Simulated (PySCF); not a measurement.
Steps of a relaxation of Hg2I2

Hg2I2 (singlet; a saddle point, relaxed within its symmetry). PySCF 2.14.0, RKS PBE0, Hg def2-SVP with ECP60, I def2-SVP with ECP28; non-relativistic Hamiltonian with scalar-relativistic core potentials where named; density fitting; no spin-orbit coupling. Origin of the start: template. Columns: position (Å) and force (eV/Å). Energies are counted from the last step; some of the 6 steps are shown. Forces carry noise of the integration grid, about 0.01 to 0.03 eV/Å.

Run from Python with OMP_NUM_THREADS=2. Where DIIS fails, smearing, a level shift and second-order steps follow.
It took 37 s on 2 threads of Arm Neoverse V1 (shared host), from the converged density of the start.

```xyz
4
step 0  E = 0.381 eV
Hg    0.0000    0.0000    2.1128     0.00    0.00    1.34
Hg    0.0000    0.0000   -2.1128     0.00    0.00   -1.34
I     1.8068    0.0000    0.0000     1.68    0.00    0.00
I    -1.8068    0.0000    0.0000    -1.68    0.00    0.00
```

```xyz
4
step 2  E = 0.016 eV
Hg    0.0000    0.0000    2.1979     0.00    0.00    0.19
Hg    0.0000    0.0000   -2.1979     0.00    0.00   -0.19
I     1.9424    0.0000    0.0000     0.27    0.00    0.00
I    -1.9424    0.0000    0.0000    -0.27    0.00    0.00
```

```xyz
4
step 3  E = 0.001 eV
Hg    0.0000    0.0000    2.2136     0.00    0.00    0.05
Hg    0.0000    0.0000   -2.2136     0.00    0.00   -0.05
I     1.9728    0.0000    0.0000     0.08    0.00    0.00
I    -1.9728    0.0000    0.0000    -0.08    0.00    0.00
```

Problem. Where does the relaxation end?

Solution. It converges at step 5 in D2h:
```xyz
4
step 5  E = 0
Hg    0.0000    0.0000    2.2197
Hg    0.0000    0.0000   -2.2197
I     1.9865    0.0000    0.0000
I    -1.9865    0.0000    0.0000
```

Problem. How did the contacts change?

Solution. 
| contact | start (Å) | end (Å) |
| --- | --- | --- |
| Hg1–I3 (I) | 2.780 | 2.979 |
| Hg1–I4 (I) | 2.780 | 2.979 |
